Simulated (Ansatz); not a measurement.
Geometry optimisation, RKS PBE-D4/def2-SVP (Ansatz).

Input file:

```yaml
crystal:
  periodic: [false, false, false]
  atoms:
    - { symbol: Sn, position_ang: [-0.030836, -0.973041, 1.417406] }
    - { symbol: S, position_ang: [1.375407, 1.025188, 1.37148] }
    - { symbol: O, position_ang: [-0.745358, -0.563171, -0.591476] }
    - { symbol: C, position_ang: [-0.591236, 0.628942, -1.477315] }
    - { symbol: H, position_ang: [0.087816, 1.327455, -0.964953] }
    - { symbol: H, position_ang: [0.738369, -2.514385, 1.308035] }
    - { symbol: H, position_ang: [-1.244715, -0.830826, 2.646181] }
    - { symbol: H, position_ang: [2.141608, 0.492735, 0.38136] }
    - { symbol: H, position_ang: [-0.150015, 0.293224, -2.442456] }
    - { symbol: H, position_ang: [-1.581141, 1.113779, -1.648361] }
basis:
  gaussian: { orbitals: def2-SVP }
hamiltonian:
  xc: pbe
  dispersion: d4
relax:
  f_tol: 0.03
  max_steps: 50
output:
  orbitals: {}
```

Run as:

```bash
$ ansatz run input.yaml --threads 2 --pin off --max-ram 3072MiB --backend cpu --events-out ev --progress --plain --runs-dir out
```

Question: Where does it end, and by what steps?

Answer: The run converged. After 15 steps the energy has fallen by 0.662 eV; H8 moved furthest, 0.82 Å.

| step | energy less start (eV) | largest force component (eV/Å) | accepted |
| --- | --- | --- | --- |
| 0 | 0.0000 | 2.402 | yes |
| 1 | -0.4751 | 1.227 | yes |
| 2 | -0.5704 | 0.790 | yes |
| 3 | -0.6078 | 0.176 | yes |
| 4 | -0.6068 | 0.302 | no |
| 5 | -0.6247 | 0.050 | yes |
| 6 | -0.6367 | 0.065 | yes |
| 7 | -0.6458 | 0.279 | yes |
| 8 | -0.6513 | 0.204 | yes |
| 9 | -0.6584 | 0.042 | yes |
| 10 | -0.6593 | 0.042 | yes |
| 11 | -0.6593 | 0.129 | no |
| 12 | -0.6604 | 0.061 | yes |
| 13 | -0.6605 | 0.095 | yes |
| 14 | -0.6616 | 0.031 | yes |
| 15 | -0.6617 | 0.017 | yes |

```xyz
10
Properties=species:S:1:pos:R:3
Sn 0.043 -0.800 1.124
S 1.649 0.947 1.711
O -0.307 -0.716 -0.858
C -0.736 0.501 -1.435
H -0.050 1.356 -1.216
H 0.672 -2.391 1.308
H -1.395 -0.419 2.009
H 2.651 0.346 1.007
H -0.766 0.372 -2.539
H -1.762 0.804 -1.109
```

The run took 26 s on 2 threads of Intel(R) Xeon(R) Platinum 8375C CPU @ 2.90GHz (Ice Lake), on a shared host, peak memory 0.17 GiB.
